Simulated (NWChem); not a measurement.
Correlation energy of vinylene carbonate (C3H2O3)

```xyz
8

O      0.0000     0.0000    -1.9753
C      0.0000     0.0000    -0.7885
O     -1.1038     0.0000     0.0229
C     -0.6685     0.0000     1.3282
C      0.6685     0.0000     1.3282
O      1.1038     0.0000     0.0229
H     -1.4173     0.0000     2.1143
H      1.4173     0.0000     2.1143
```
Charge 0, spin multiplicity 1.

Program: NWChem. The geometry was optimised at B3LYP/def2-SVP, a minimum by its harmonic frequencies.

Basis set: cc-pVDZ. Each correlation energy counts from its own Hartree-Fock reference.

The correlated methods keep 6 core orbitals frozen. Coupled-cluster values serve here as a point of comparison, not as the truth.

Problem. One of these methods gave a correlation energy of -921.5 mHa. Which?
A. CR-CCSD[T]
B. RI-MP2
C. SCS-MP2
D. CCSD

Solution. B, RI-MP2. The others give -887.0 (SCS-MP2), -939.9 (CCSD), -965.2 (CR-CCSD[T]).
